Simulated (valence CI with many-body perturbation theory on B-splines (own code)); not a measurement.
## Pb50+: input, log and results

Computed by valence CI with perturbative core correlation (CI+MBPT): four valence electrons over a frozen Dirac-Fock core [Ar] 3d10, a basis of 11 s, 11 p, 9 d, 7 f, 5 g, 2 h, 1 i functions for each j, with the one-electron correlation potential Σ1 (screened to all orders), the two-electron term Σ2, the three-electron term Σ3, Breit, model QED; selected single and double excitations, second order for the rest (own B-spline code, finite nucleus).

Command, and the settings that its task file holds:

```sh
python run_cv.py task.json out
```

```
atom Pb  Z=82  mass_number=208  rms_radius_fm=5.5012
core [Ar] 3d10
valence 4s2 4p2
avg = 1
basis = L
breit = 1
cap = 40000
capref = 1200
cscale = 1
de = 0.0
dress = 0
eps = 2e-08
h = 0.27
hh = 1
l2 = 3
lcore = 6
maxit = 60
n2 = 5
natural = 1
nlev = 60
nno = [7, 7, 6, 5, 4, 2, 1]
nroot = 26
nsp = [4, 4, 3, 2, 1, 0, 0]
pt2 = 1
qed = 1
rpa = 1
s1 = 1
s2 = 1
s3 = 1
screen = 1
tol = 2e-05
```

It took 3.8 min on 1 thread of Arm Neoverse V1, on a shared host.

Log. The first blocks belong to the next ion, which gives the ionisation energy. Fields: 2J, parity (1 odd), roots, reference size, generating configurations, candidates as configurations/state functions, variational space P, stored matrix elements, Davidson steps; e2 is the range of second-order energies in hartree. The first line gives the box (bohr), its intervals, the orbitals and the steps of their self-consistent field. Window is the range of levels sought, series limit the energy at which the first omitted orbital would enter, core excitation an estimate of the first excitation out of the core, left out the lowest levels not solved, and shifts from estimates the range by which levels moved from their first estimate, all in cm⁻¹.

```
rmax 2.9 intervals 57 orbitals 81 references ['4s2 4p2', '4s 4p3', '4s2 4p 4d', '4p4', '4s2 4p 4f'] scf 3 t 1.8
2J=1 par=1 roots 2 ref 23 generators 5 cand 5273/8002 P 1701/2523 nnz 1.2e+06 it 5
2J=1 par=1 roots 2 ref 23 generators 9 cand 4806/7457 P 2299/3459 nnz 2e+06 it 4
   second order: generators 14 cand 6975/10818 e2 -0.00002 -0.00001
reference levels 694, estimated 228, window 5501584 1/cm; series limit 15624898, core excitation 16911530
2J=0 par=0 roots 7 ref 34 generators 18 cand 25297/47847 P 5134/8000 nnz 4.5e+06 it 5
2J=0 par=0 roots 7 ref 34 generators 26 cand 25912/53362 P 9237/15523 nnz 1.4e+07 it 5
   second order: generators 35 cand 24667/52867 e2 -0.00006 -0.00000
2J=2 par=0 roots 10 ref 70 generators 14 cand 26137/124171 P 2462/7998 nnz 6e+06 it 9
2J=2 par=0 roots 10 ref 70 generators 29 cand 33022/170100 P 9330/36706 nnz 8.9e+07 it 8
   second order: generators 34 cand 27567/147000 e2 -0.00012 -0.00002
2J=4 par=0 roots 16 ref 106 generators 26 cand 33877/224837 P 2423/7995 nnz 5.9e+06 it 7
2J=4 par=0 roots 16 ref 106 generators 42 cand 36640/262328 P 9213/39994 nnz 9.6e+07 it 8
   second order: generators 55 cand 35380/273653 e2 -0.00071 -0.00008
2J=4 par=1 roots 10 ref 57 generators 17 cand 25233/141338 P 2330/7998 nnz 6.1e+06 it 6
2J=4 par=1 roots 10 ref 57 generators 32 cand 33744/233759 P 9405/39999 nnz 1e+08 it 8
   second order: generators 55 cand 35087/264705 e2 -0.00019 -0.00003
2J=2 par=1 roots 8 ref 44 generators 18 cand 26204/116201 P 2875/8000 nnz 5.9e+06 it 5
2J=2 par=1 roots 8 ref 44 generators 30 cand 29910/147755 P 8801/29711 nnz 5.9e+07 it 6
   second order: generators 45 cand 28285/148808 e2 -0.00013 -0.00003
2J=6 par=1 roots 6 ref 53 generators 15 cand 29774/195132 P 2464/8000 nnz 5.7e+06 it 5
2J=6 par=1 roots 6 ref 53 generators 30 cand 33931/270052 P 9002/39992 nnz 9.6e+07 it 6
   second order: generators 52 cand 39806/355657 e2 -0.00019 -0.00007
2J=0 par=1 roots 3 ref 16 generators 9 cand 18728/33470 P 4580/7281 nnz 4.4e+06 it 4
2J=0 par=1 roots 3 ref 16 generators 17 cand 18729/36748 P 6416/10347 nnz 7.7e+06 it 5
   second order: generators 25 cand 25910/53061 e2 -0.00006 -0.00002
2J=6 par=0 roots 11 ref 96 generators 16 cand 31302/224437 P 2035/7997 nnz 6.3e+06 it 10
2J=6 par=0 roots 11 ref 96 generators 28 cand 34206/269806 P 7868/39992 nnz 9.9e+07 it 11
   second order: generators 45 cand 40841/355323 e2 -0.00061 -0.00017
2J=8 par=1 roots 2 ref 37 generators 5 cand 18872/124378 P 2014/8000 nnz 6.5e+06 it 5
2J=8 par=1 roots 2 ref 37 generators 11 cand 28888/203043 P 5140/23121 nnz 4.6e+07 it 5
   second order: generators 25 cand 35711/303256 e2 -0.00014 -0.00009
2J=8 par=0 roots 6 ref 82 generators 12 cand 27402/195408 P 2325/7995 nnz 6e+06 it 5
2J=8 par=0 roots 6 ref 82 generators 28 cand 32972/267068 P 8069/39998 nnz 1e+08 it 10
   second order: generators 38 cand 32853/298398 e2 -0.00034 -0.00009
2J=10 par=0 roots 2 ref 47 generators 6 cand 19493/139760 P 2070/7997 nnz 7.9e+06 it 4
2J=10 par=0 roots 2 ref 47 generators 10 cand 21120/158830 P 5005/23995 nnz 5.6e+07 it 5
   second order: generators 22 cand 31814/255632 e2 -0.00011 -0.00010
left out: unestimated 7952610, estimated 6083909, shifts from estimates -13 to 108
operators 3.0
```

The Davidson iterations converged.

No measured spectrum was set against this ion. As an estimate, large intervals hold to a few tenths of a per cent, small ones and those within an open d or f shell to about a per cent.

| Item | Value |
| --- | --- |
| Valence energy | -459.4946 hartree |
| Ionisation energy | 2967.1 eV (NIST: 2965 ± 4 eV (theoretical)) |
| Reference configurations for the orbitals | 4s2 4p2, 4s 4p3, 4s2 4p 4d, 4p4, 4s2 4p 4f |
| Radial orbitals | 81 |
| Box radius | 2.928 bohr |
| Largest variational space | 39999 |
| Lowest levels | (4s^2 4p1/2^2) J=0 0.000, (4s^2 4p1/2 4p3/2) J=1 11.888, (4s^2 4p1/2 4p3/2) J=2 12.253, (4s 4p1/2^2 4p3/2) J=2 20.520, (4s 4p1/2^2 4p3/2) J=1 21.767, (4s^2 4p3/2^2) J=2 24.420, (4s^2 4p3/2^2) J=0 25.206, (4s^2 4p1/2 4d3/2) J=2 25.233, (4s^2 4p1/2 4d3/2) J=1 26.827, (4s^2 4p1/2 4d5/2) J=2 28.572, (4s^2 4p1/2 4d5/2) J=3 28.657, (4s 4p1/2 4p3/2^2) J=2 [a] 32.162, (4s 4p1/2 4p3/2^2) J=3 32.886, (4s 4p1/2 4p3/2^2) J=0 33.359 Ry |

Levels are named by their leading jj configuration (3d3/2^4 stands for four electrons in 3d with j = 3/2), which in mixed levels can hold well under half, so a name can repeat and another be missing. Letters in brackets count levels of one name in rising energy.
